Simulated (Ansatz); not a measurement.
Basis-set extrapolation for `CB[SiH2][SiH2][AlH2]` (PBE0-D4/def2-TZVP geometry, frozen core, Ansatz 0.2.0). Multiplicity 1, RHF reference.

```tsv
	def2-TZVPP	def2-QZVPP
HF	-888.165227	-888.192905
MP2 correlation	-0.614906	-0.656562
CCSD(T) correlation	-0.725890	not run
```

Energies in hartree. Use E(X) = E(∞) + A·exp(−7.88·√X) for Hartree–Fock and E(X) = E(∞) + B·X^(−2.97) for correlation, with X = 3 and 4, and add CCSD(T) minus MP2 of the smaller set to the MP2 limit.

Q: What is the CCSD(T) energy at the basis-set limit?

A: HF limit: -888.192905 + (-0.027678) × 0.13774 = -888.19672. MP2 limit: -0.656562 + (-0.041656) × 0.74074 = -0.68742. Higher-order term: -0.725890 − (-0.614906) = -0.11098. Total: -888.99512 hartree, 65.3 kcal/mol below CCSD(T)/def2-TZVPP.
